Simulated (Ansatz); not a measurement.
The cluster Li3Al⁻. The state is a doublet with charge -1. Geometry PBE0-D4/def2-TZVP, that of the neutral singlet.

Cartesian coordinates in Å:
```
Al 0.499 -0.969 0.599
Li -0.593 -1.658 -1.782
Li 0.770 1.356 1.961
Li -0.676 1.272 -0.778
```

At PBE-D4/def2-TZVPD, r2SCAN-D4/def2-TZVPD, PBE0-D4/def2-TZVPD the charge -1 doublet is spin-contaminated (final ⟨S²⟩ up to 1.46, 0.75 for a pure state). At PBE-D4/def2-TZVPD, r2SCAN-D4/def2-TZVPD, PBE0-D4/def2-TZVPD the highest occupied level of the charge -1 doublet lies above zero (up to 0.66 eV). Its loss leaves the charge 0 singlet, which lies 0.87 eV higher (vertical, at PBE-D4/def2-TZVPD), but this difference is unsure: the singlet is doubtful (restricted singlet, unstable towards broken spin symmetry at other levels and untested here). The structure comes from a short search, and lower isomers may exist.

(1) Estimate the α-spin orbital energies around the gap (eV) in Ansatz with PBE-D4/def2-TZVPD, r2SCAN-D4/def2-TZVPD, PBE0-D4/def2-TZVPD.

Results:

(1) 
```
orbital  PBE-D4/def2-TZVPD  r2SCAN-D4/def2-TZVPD  PBE0-D4/def2-TZVPD
 HOMO−5             -47.13                -48.84              -51.26
 HOMO−4             -46.88                -48.68              -51.08
 HOMO−3              -3.72                 -4.21               -5.04
 HOMO−2              -0.08                 -0.28               -0.76
 HOMO−1               0.13                 -0.08               -0.51
   HOMO               0.66                  0.42                0.08
   LUMO               1.08                  1.37                1.55
 LUMO+1               1.50                  1.82                1.97
 LUMO+2               1.72                  2.02                2.16
 LUMO+3               1.91                  2.20                2.36
 LUMO+4               2.15                  2.43                2.57
 LUMO+5               2.53                  2.59                2.91
 β HOMO               0.28                  0.14               -0.21
 β LUMO               1.00                  1.05                1.42
```
